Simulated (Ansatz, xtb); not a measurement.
**Relative energy of two isomers of C4H4FNSe**

We compare I, `Cc1n[se]cc1F`, a singlet, with II, `FCc1c[se]cn1`, a singlet. Both are isolated molecules in the gas phase, relaxed with B3LYP/def2-SVP; the shapes shown needn't be the lowest conformers.

I (Å):

```yaml
atoms:
  - { symbol: C, position_ang: [-2.3799, -1.2783, -0.3828] }
  - { symbol: C, position_ang: [-1.4645, -0.2085, 0.1397] }
  - { symbol: C, position_ang: [0.6668, 0.7759, 0.4794] }
  - { symbol: C, position_ang: [-0.0331, -0.2651, -0.0501] }
  - { symbol: F, position_ang: [0.5195, -1.2915, -0.7080] }
  - { symbol: N, position_ang: [-1.9334, 0.8243, 0.7924] }
  - { symbol: Se, position_ang: [-0.5558, 1.9313, 1.2859] }
  - { symbol: H, position_ang: [-2.2906, -1.3700, -1.4777] }
  - { symbol: H, position_ang: [-2.1213, -2.2598, 0.0472] }
  - { symbol: H, position_ang: [-3.4189, -1.0354, -0.1258] }
  - { symbol: H, position_ang: [1.7452, 0.9234, 0.4469] }
```

II (Å):

```xyz
11

C    -2.0589   -1.2232   -0.8672
C    -1.1325   -0.3827   -0.0333
C    -1.5320    0.4232    0.9967
C     0.9262    0.3267    0.4422
F    -3.3643   -1.0681   -0.4551
N     0.2115   -0.4270   -0.3265
Se   -0.0536    1.2795    1.7508
H    -1.9786   -0.9333   -1.9304
H    -1.7787   -2.2890   -0.7864
H    -2.5493    0.5694    1.3526
H     2.0124    0.4250    0.3645
```

Q: Estimate which is lower in electronic energy at CCSD(T)/def2-SVP + ΔMP2/def2-TZVPP, and by roughly how much.

A: The CCSD(T)/def2-SVP + ΔMP2/def2-TZVPP calculation puts structure II lower, by 2.2 kcal/mol.

Level by level:

```
                             level        geometry  E(II) − E(I) (kcal/mol)  departure from the last row (kcal/mol)  job, with rough time for the two
                          GFN2-xTB        GFN2-xTB                      +4.4                                    +6.6              optimisation, 0.26 s
                         HF/STO-3G        GFN2-xTB                      +4.0                                    +6.2              single point, 0.44 s
                r2SCAN-D4/def2-SVP        GFN2-xTB                      −2.1                                    +0.1               single point, 3.5 s
                    B3LYP/def2-SVP  B3LYP/def2-SVP                      −2.0                                    +0.1                optimisation, 28 s
                       HF/def2-SVP  B3LYP/def2-SVP                      −7.1                                    −4.9           part of the CCSD(T) run
                      MP2/def2-SVP  B3LYP/def2-SVP                      −3.5                                    −1.4           part of the CCSD(T) run
                  CCSD(T)/def2-SVP  B3LYP/def2-SVP                      −3.6                                    −1.5                      single point
CCSD(T)/def2-SVP + ΔMP2/def2-TZVPP  B3LYP/def2-SVP                      −2.2                                                        single point, 71 s
```

As drawn, II has 1 C∷Se, 1 C∷N in place of 1 N∷Se, 1 C∷C (∷ is an aromatic bond).

GFN2-xTB, HF/STO-3G put the two in the other order. The largest departure from CCSD(T)/def2-SVP + ΔMP2/def2-TZVPP is that of GFN2-xTB, 6.6 kcal/mol. The last row adds to CCSD(T) the change of the MP2 difference between the two basis sets, here +1.5 kcal/mol.

With thermal terms from frequencies at re-optimised GFN2-xTB minima (ideal gas, soft modes damped towards free rotors, one conformer each, 298.15 K, 1 atm): the zero-point term adds +0.1 kcal/mol; ΔH is −2.2 and ΔG −2.1 kcal/mol.

The correlated steps freeze 15 core orbitals; the filled d shell of Se is correlated, in a basis made for valence electrons. Codes used: Ansatz 0.2.0, xtb 6.7.1; the last row on 4 threads of Arm Neoverse V1 on a shared host.
